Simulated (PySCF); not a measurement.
wavenumber (cm⁻¹), absorption (km/mol per cm⁻¹) and a bar:
```
        0      0.002 
       22      0.002 
       44      0.002 
       66      0.002 
       88      0.002 
      110      0.002 
      133      0.003 
      155      0.003 
      177      0.003 
      199      0.003 
      221      0.003 
      243      0.003 
      265      0.004 
      287      0.004 
      309      0.004 
      331      0.004 
      353      0.005 
      375      0.005 
      398      0.006 
      420      0.006 
      442      0.008 
      464      0.010 
      486      0.019 
      508      0.016 
      530      0.011 
      552      0.011 
      574      0.012 
      596      0.013 
      618      0.015 
      640      0.016 
      663      0.019 
      685      0.022 
      707      0.026 
      729      0.031 
      751      0.037 
      773      0.046 
      795      0.058 
      817      0.077 
      839      0.105 #
      861      0.153 #
      883      0.241 #
      905      0.433 ##
      928      0.969 #####
      950      3.121 ################
      972      5.718 ##############################
      994      1.679 #########
     1016      0.634 ###
     1038      0.322 ##
     1060      0.196 #
     1082      0.138 #
     1104      0.124 #
     1126      0.170 #
     1148      0.092 
     1170      0.054 
     1193      0.040 
     1215      0.031 
     1237      0.026 
     1259      0.022 
     1281      0.019 
     1303      0.016
```

This is the computed harmonic infrared spectrum of singlet MoN₂, Lorentzian lines of 33 cm⁻¹ full width. All numbers come from PBE0/[Mo def2-TZVP with ECP28, N def2-TZVP], scalar-relativistic core potentials, density fitting, no spin–orbit coupling, PySCF.

Question: Which bands make it up, and how are they assigned?

Answer: In C2v symmetry, counting bands above 1 % of the strongest: 966 cm⁻¹ (b2, stretch, 328 km/mol); 1128 cm⁻¹ (a1, stretch, 5.4 km/mol).

Only a few start shapes were tried, so a lower isomer may exist.
